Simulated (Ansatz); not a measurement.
Ansatz results at the PBE0-D4/def2-TZVP geometry: HOMO energy (ωB97M-V/def2-TZVPP) -10.99 eV; HOMO–LUMO gap (PBE/def2-TZVPP) 6.14 eV; zero-point energy (PBE0-D4/def2-TZVP) 126.3 kJ/mol.

Each molecule was computed in one conformer, which needn't be the lowest.

(1) Which molecule gave them?
A. `[OH][Hf]([OH])([OH])[OH]`
B. `[OH][Hf]([OH])([Cl])[Cl]`
C. `[OH][Hf]([OH])([OH])[F]`
D. `[F][Hf]([F])([Cl])[I]`

Results:

(1) A. The others give `[OH][Hf]([OH])([Cl])[Cl]`: -11.18, 5.97, 70.8; `[F][Hf]([F])([Cl])[I]`: -10.47, 4.58, 15.2; `[OH][Hf]([OH])([OH])[F]`: -11.44, 6.42, 100.9.
